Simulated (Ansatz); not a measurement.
`[AlH2][SiH2][SiH2][GaH2]` + H₂O → `[OH][AlH2]` + `[SiH3][SiH2][GaH2]`  (formal hydrolysis of the Al–Si bond)

Program: Ansatz. Geometries: PBE0-D4/def2-TZVP. ΔE: electronic, gas phase. CCSD(T)/CBS is the MP2 limit (def2-TZVPP, def2-QZVPP) plus CCSD(T) − MP2 in def2-TZVPP, frozen cores. This one scheme is used for every species. Functionals use def2-TZVPP. B3LYP here is the variant with VWN-RPA as its local correlation; programs differ in this. HSE06 is defined as in plane-wave codes. For Ga outer-core shells are correlated without core-valence functions, which leaves a few kJ/mol of doubt a bond. Scalar relativity is left out up to krypton. Each species was taken in one conformer, which may not be the lowest.

`[AlH2][SiH2][SiH2][GaH2]`:

Cartesian coordinates in Å:
```
Al -2.585 0.980 1.124
Si -0.329 1.113 0.209
Si 0.342 -1.103 -0.220
Ga 2.565 -0.983 -1.110
H -2.800 0.810 2.688
H -3.835 0.943 0.146
H 0.671 1.708 1.144
H -0.240 1.861 -1.079
H -0.644 -1.704 -1.164
H 0.257 -1.863 1.061
H 2.793 -0.795 -2.654
H 3.805 -0.968 -0.144
```

H₂O:

Z-matrix (Å, degrees):
```
O
H 1 0.960
H 1 0.960 2 105.1
```

`[OH][AlH2]`:

Cartesian coordinates in Å:
```
O 0.315 0.401 -1.105
Al -0.120 -0.352 0.351
H 0.420 1.346 -1.197
H -0.371 0.528 1.645
H -0.245 -1.923 0.306
```

`[SiH3][SiH2][GaH2]`:

Cartesian coordinates in Å:
```
Si 1.698 -0.471 0.049
Si -0.545 -0.560 -0.620
Ga -1.772 1.166 0.520
H 2.513 -1.521 -0.619
H 1.795 -0.661 1.522
H 2.274 0.860 -0.284
H -0.589 -0.393 -2.101
H -1.066 -1.919 -0.295
H -1.904 2.603 -0.105
H -2.404 0.896 1.934
```

| level | ΔE (kcal/mol) | difference from CCSD(T)/CBS |
| --- | --- | --- |
| revPBE-D4 | -24.9 | 4.4 |
| BLYP-D4 | -30.2 | -0.9 |
| r2SCANh-D4 | -29.3 | 0.0 |
| HSE06-D4 | -25.6 | 3.7 |
| BHLYP-D4 | -31.6 | -2.3 |
| B2PLYP | -32.4 | -3.1 |
| PBE-QIDH | -28.8 | 0.5 |
| B3LYP | -32.1 | -2.8 |
| CAM-B3LYP | -33.9 | -4.6 |
| CCSD/def2-SVP | -31.4 | -2.1 |
| MP2/def2-TZVPP | -31.7 | -2.4 |
| CCSD/def2-TZVPP | -30.7 | -1.4 |
| SCS-MP2/def2-QZVPP | -32.6 | -3.3 |
| HF/CBS(def2) | -35.4 | -6.1 |
| MP2/CBS(def2) | -31.1 | -1.8 |
| CCSD/CBS(def2) | -30.1 | -0.8 |
| CCSD(T)/CBS | -29.3 | 0 |

Largest T1 diagnostic among the species: 0.014.

In def2-TZVPP, CCSD(T) changes the Hartree–Fock value by +5.1 kcal/mol (the triples alone add +0.8 kcal/mol) and MP2 by +3.3 kcal/mol. The D4 term adds +1.5 kcal/mol with B3LYP and +0.9 kcal/mol with PBE0; it sums over pairs of atoms, weighted by their polarisabilities, and B3LYP, whose exchange is more repulsive, gets the larger term.
